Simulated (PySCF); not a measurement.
## Nuclear quadrupole coupling in `CC[C@]1(F)C=CC1=O`

Species: C6H7FO.
Numbering: `[CH3:1][CH2:2][C@:3]1([F:4])[CH:5]=[CH:6][C:7]1=[O:8]` (hydrogens: H9, H10, H11 on C1; H12, H13 on C2; H14 on C5; H15 on C6)

Geometry (GFN2-xTB, Å), atoms numbered from 1 in this order:
```xyz
15
C6H7FO angstrom
C      1.6635   -0.3322    0.2678
C      0.8914    0.1945   -0.9343
C     -0.6007    0.2963   -0.6583
F     -1.2386    0.7381   -1.8058
C     -1.0598    1.0215    0.5919
C     -1.6120   -0.0592    1.1637
C     -1.3073   -0.9299    0.0093
O     -1.5287   -2.0538   -0.3214
H      1.3060   -1.3206    0.5487
H      2.7198   -0.4061    0.0240
H      1.5525    0.3314    1.1232
H      1.2563    1.1846   -1.2190
H      1.0226   -0.4736   -1.7879
H     -0.9695    2.0542    0.8721
H     -2.0998   -0.2372    2.1042
```

Field gradients from the PBE0/pcSseg-1 density (PySCF, non-relativistic), principal values in atomic units, ordered |Vxx| ≤ |Vyy| ≤ |Vzz|:

| atom | Vxx | Vyy | Vzz |
| --- | --- | --- | --- |
| O8 | 0.4536 | 1.3314 | -1.7851 |

Question: Find the asymmetry η = (Vxx − Vyy)/Vzz and the couplings χ = eQV/h (234.96 MHz × Q in barn × V in au), with Q(17O) = −0.0256 b.

Answer: 
```tsv
atom	environment	nucleus	η	χzz (MHz)	χxx (MHz)	χyy (MHz)
O8	ketone oxygen	17O	0.49	10.74	-2.73	-8.01
```

The tensor is traceless: Vxx + Vyy + Vzz = 0.

Question: What is Vzz at O8 in SI units (1 au = 9.71736 × 10²¹ V/m²)?

Answer: -1.7851 au = -17.346 × 10²¹ V/m².

Question: What couplings would deuterons (Q(2H) = 0.00286 b) have in place of the hydrogens, at this geometry?

Answer: 
| atom | bonded to | bond length (Å) | Vzz (au) | η | χzz (kHz) |
| --- | --- | --- | --- | --- | --- |
| H9 | C1 | 1.088 | 0.3102 | 0.03 | 208 |
| H10 | C1 | 1.087 | 0.3167 | 0.02 | 213 |
| H11 | C1 | 1.088 | 0.3125 | 0.03 | 210 |
| H12 | C2 | 1.093 | 0.3012 | 0.02 | 202 |
| H13 | C2 | 1.092 | 0.3008 | 0.02 | 202 |
| H14 | C5 | 1.074 | 0.3399 | 0.00 | 228 |
| H15 | C6 | 1.074 | 0.3394 | 0.01 | 228 |

Isolated species at its GFN2-xTB geometry (one conformer only). GFN2-xTB bond lengths can be off by several hundredths of an ångström, more for odd bonds, and the gradients follow them. With a basis this small, the couplings can be 20 % off.

These values come from a run that also computed NMR shieldings. The run took 28 s of wall time on one thread, Arm Neoverse V2, on a shared host.
